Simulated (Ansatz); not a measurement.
Input and output for CH$_{4}$BClSe, SMILES `CB(Cl)[SeH]`.

```yaml
crystal:
  periodic: [false, false, false]
  atoms:
    - {symbol: C, position_ang: [0.054739, 0.928191, 0.037687]}
    - {symbol: B, position_ang: [0.527621, -0.552559, -0.107594]}
    - {symbol: Cl, position_ang: [2.220068, -0.880831, -0.395687]}
    - {symbol: Se, position_ang: [-0.634204, -2.127282, 0.109295]}
    - {symbol: H, position_ang: [0.597839, 1.380609, 0.799234]}
    - {symbol: H, position_ang: [0.273918, 1.471176, -0.940407]}
    - {symbol: H, position_ang: [-1.030066, 1.022350, 0.204312]}
    - {symbol: H, position_ang: [-1.868542, -1.358374, 0.270977]}
basis:
  gaussian: {orbitals: def2-mTZVPP}
magnetization: {spin_polarized: true, initial_magnetization: 2}
hamiltonian: {xc: {name: HF}}
correlation: {active_space: {window: {electrons: 40, orbitals: 30}}}
accuracy: high
scf: {lower_state_search: light}
output: {forces: true}
```

```sh
$ ansatz run in.yaml --threads 4 --pin off --events-out ev --progress --plain --max-ram 10444MiB
```

Output, abridged:

```
Error: invalid value for `correlation.active_space`: it starts from restricted Hartree–Fock orbitals; set hamiltonian.xc: hf without magnetization.spin_polarized
```
